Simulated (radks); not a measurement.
Polarisability of the krypton ion Kr6+, [Ar] 3d10 4s2, at imaginary frequency. Calculated with a radial shooting solver on a logarithmic mesh with Libxc functionals: non-relativistic Kohn-Sham, PBE, spin-polarised, spherical densities, point nucleus. Response by self-consistent Sternheimer equations with the Hartree and adiabatic LDA kernel.

| w (hartree) | alpha1(iw) (bohr^3) | alpha2(iw) (bohr^5) |
|---|---|---|
| 0.00266 | 2.867 | 3.329 |
| 0.0143 | 2.866 | 3.328 |
| 0.0360 | 2.861 | 3.327 |
| 0.0697 | 2.845 | 3.322 |
| 0.118 | 2.805 | 3.311 |
| 0.186 | 2.718 | 3.285 |
| 0.280 | 2.551 | 3.231 |
| 0.413 | 2.266 | 3.124 |
| 0.605 | 1.846 | 2.920 |
| 0.892 | 1.343 | 2.556 |
| 1.35 | 0.8702 | 1.986 |
| 2.12 | 0.5193 | 1.274 |
| 3.59 | 0.2953 | 0.6350 |
| 6.94 | 0.1486 | 0.2370 |
| 17.5 | 0.04545 | 0.05404 |

Static values: alpha1 = 2.867 bohr^3 (0.4249 angstrom^3; uncoupled 4.759), alpha2 = 3.329 bohr^5, alpha3 = 7.142 bohr^7. C6 = 5.534, C8 = 42.51, triple-dipole C9 = 11.05 atomic units. One-pole (London) frequency 4 C6 / (3 alpha1^2) = 0.898 hartree, against 3.701 for minus the highest occupied eigenvalue.
